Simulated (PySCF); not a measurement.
A structure optimised at PBE-D3(BJ)/def2-SVP, used in a PySCF frequency run:

```
C
H 1 1.1120
H 1 1.1148 2 108.21
H 1 1.1162 2 107.96 3 116.50
O 1 1.4167 2 106.02 4 121.34
Te 5 2.0341 1 115.92 2 174.61
H 6 1.6971 5 95.77 1 76.47
```
Charge 0, spin multiplicity 1.

### Question
Write its SMILES and formula.

### Answer
CO[TeH], CH₄OTe

### Question
What are its rotational constants (standard atomic weights)?

### Answer
34.041, 3.1110, 2.9939 GHz
